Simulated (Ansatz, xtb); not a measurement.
**Isomers of C4H6BF in order of energy**

3 gas-phase structures of C4H6BF, from a drawn sample of its isomers (lower ones may exist). Each was relaxed with GFN2-xTB; where two conformers were screened, the lower at r2SCAN-D4/def2-SVP is listed:

A. `CC1=C(BF)C1`, a singlet
B. `BC1=C[C@H](F)C1`, a singlet
C. `FC1=CBCC1`, a singlet

Question: Which do you expect lowest at r2SCAN-D4/def2-SVP, and how would the others follow?

Answer: Calculated order at r2SCAN-D4/def2-SVP: C (0.0), A (5.7), B (47.9) kcal/mol.

Energies above the lowest of each column, in kcal/mol; the last columns are at PBE-D3(BJ)/def2-SVP geometries:

| structure | GFN2-xTB | HF/STO-3G | r2SCAN-D4/def2-SVP | PBE-D3(BJ)/def2-SVP | CCSD(T)/def2-SVP + ΔMP2/def2-TZVPP |
| --- | --- | --- | --- | --- | --- |
| C | 0.0 | 0.0 | 0.0 | 0.0 | 0.0 |
| A | 5.4 | 26.8 | 5.7 | 5.4 | 5.6 |
| B | 24.5 | 49.3 | 47.9 | 45.3 | 41.9 |

Every level run on C puts it lowest or level with the lowest. Flexible structures stand in one conformer each, not always the lowest. The ΔMP2 step shifts differences by up to 4.0 kcal/mol, which makes them less sure. ΔMP2 is the change of the MP2 energy from the smaller to the larger basis.

Programs: Ansatz 0.2.0, xtb 6.7.1.
